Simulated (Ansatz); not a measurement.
A structure relaxed at PBE-D4/def2-SVPD in Ansatz, charge -1, singlet:

```tsv
atom	x (Å)	y (Å)	z (Å)
Ru1	0.685	0.493	1.280
Ru2	0.992	0.155	-1.159
Al3	-0.937	1.575	-0.337
Al4	-1.464	0.521	2.313
Al5	-0.838	-0.172	-2.652
Al6	2.187	-1.384	0.468
Al7	-0.625	-1.188	0.086
```

Task: Give its formula and point group.

Result: the cluster Al5Ru2⁻. Point group Cs (tolerance 0.1 Å).

Task: Summarise the bond lengths by kind (pairs closer than 1.2 times the sum of covalent radii, bridged metal pairs left out).

Result: 8 × Al–Ru 2.38 to 2.54 Å; 4 × Al–Al 2.81 to 2.90 Å; 1 × Ru–Ru 2.48 Å.

In the def2 sets Ru takes a core potential; there is no spin–orbit coupling. The restricted singlet is unstable towards broken spin symmetry in Hartree–Fock (as tested in another run); at PBE-D4/def2-SVPD this wasn't settled. Another isomer (singlet) lies 0.51 eV lower at PBE0-D4/def2-TZVPD; other spin states weren't run for this one.
